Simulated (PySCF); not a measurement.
A geometry optimisation, as run on `C[C@@H](O)[C@@H](F)Br`.

Level of theory: PySCF 2.14.0, PBE0-D3(BJ)/def2-SVP geometry optimisation, gas phase.

Input of the driver that calls PySCF (job settings, then Cartesian coordinates in Å, the GFN2-xTB start):

```
{"job": {"xc": "PBE0", "basis": "def2-SVP", "d3": "d3bj", "grid": 1, "kind": "geom"}, "charge": 0, "multiplicity": 1}
C      1.1823     0.0316    -0.6535
C      0.2290     0.1070     0.5381
O     -0.0727     1.4186     0.9036
C     -1.0354    -0.7206     0.2603
F     -1.7872    -0.8633     1.3728
Br    -2.1514     0.1574    -1.0957
H      0.7030     0.4158    -1.5528
H      2.0592     0.6383    -0.4437
H      1.4985    -0.9927    -0.8305
H      0.6985    -0.3351     1.4265
H     -0.5187     1.8638     0.1685
H     -0.8039    -1.7215    -0.1195
```

Output:

```
step   0  E = -2866.00977290  max force = 0.013970
step   1  E = -2866.01075677  max force = 0.005735
step   2  E = -2866.01095253  max force = 0.001722
step   3  E = -2866.01102674  max force = 0.000767
step   4  E = -2866.01106281  max force = 0.001308
step   5  E = -2866.01109656  max force = 0.001281
step   6  E = -2866.01110436  max force = 0.000563
step   7  E = -2866.01110652  max force = 0.000308
optimisation converged
```

Energies are in Eh and forces in Eh/bohr. The run used 132 basis functions and 50 SCF iterations in all.

How much energy does the optimisation gain, and how much of it in the first step?

0.8 kcal/mol (36 meV) from step 0 to step 7; the first step changes the energy by -0.6 kcal/mol. The largest force component goes from 0.0140 to 0.00031 Eh/bohr.

Final geometry (Å):

```
atom  x, y, z in Å
C1     1.067    0.234   -0.816
C2     0.255    0.218    0.467
O3    -0.308    1.455    0.774
C4    -0.787   -0.892    0.491
F5    -1.349   -0.987    1.708
Br6   -2.205   -0.529   -0.822
H7     0.426    0.452   -1.684
H8     1.832    1.020   -0.745
H9     1.572   -0.728   -0.994
H10    0.922   -0.031    1.313
H11   -1.000    1.627    0.121
H12   -0.372   -1.869    0.198
```

Point group C1. No PBE0-D3(BJ)/def2-SVP frequencies stand behind this structure, so it isn't proved a minimum. After the best overlay, start and end differ by 0.06 Å (root mean square over atoms). The end geometry stands in another orientation or position than the input.

Bond lengths before and after (atoms numbered from 1 in input order):

```csv
bond,start (Å),end (Å),change (Å)
C1–C2,1.528,1.518,-0.010
C2–O3,1.395,1.393,-0.002
C2–C4,1.537,1.523,-0.014
C4–F5,1.350,1.344,-0.006
C4–Br6,1.963,1.966,+0.003
C1–H7,1.089,1.101,+0.012
C1–H8,1.087,1.099,+0.012
C1–H9,1.087,1.101,+0.014
C2–H10,1.098,1.106,+0.008
O3–H11,0.968,0.967,-0.001
C4–H12,1.095,1.100,+0.005
```
